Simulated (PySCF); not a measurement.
CH5FO2Si2, SMILES F[Si@H]1OCO[SiH2]1. Atoms are numbered in the order given.

```xyz
11

F      2.0641    -0.8816    -0.4172
Si     0.9997    -0.1304     0.5562
O      0.5098     1.3232    -0.0984
C     -0.6942     1.4273    -0.8103
O     -1.6162     0.4252    -0.4883
Si    -1.1664    -0.9607     0.3591
H      1.7149     0.1416     1.8244
H     -0.4792     1.3869    -1.8941
H     -1.1433     2.4044    -0.5673
H     -1.3474    -2.1845    -0.4736
H     -1.9722    -1.0900     1.6071
```

Geometry: PBE0-D3(BJ)/def2-SVP. The structure was generated by enumeration; whether it is a known compound was not checked. One conformer was computed; it need not be the lowest.

These are SMD-ωB97X/def2-SVP in PySCF values and carry that method's errors.

Solvation free energies are E(SMD) − E(gas) at the gas-phase geometry, for 1 M in both phases. In vacuum the dipole moment is 1.14 D.

| solvent | ΔG(solv) (kcal/mol) | its non-electrostatic (CDS) part | dipole (D) |
|---|---|---|---|
| water | -1.9 | 3.5 | 1.40 |
| toluene | -2.3 | -0.7 | 1.25 |
| n-hexane | -2.0 | -0.8 | 1.22 |
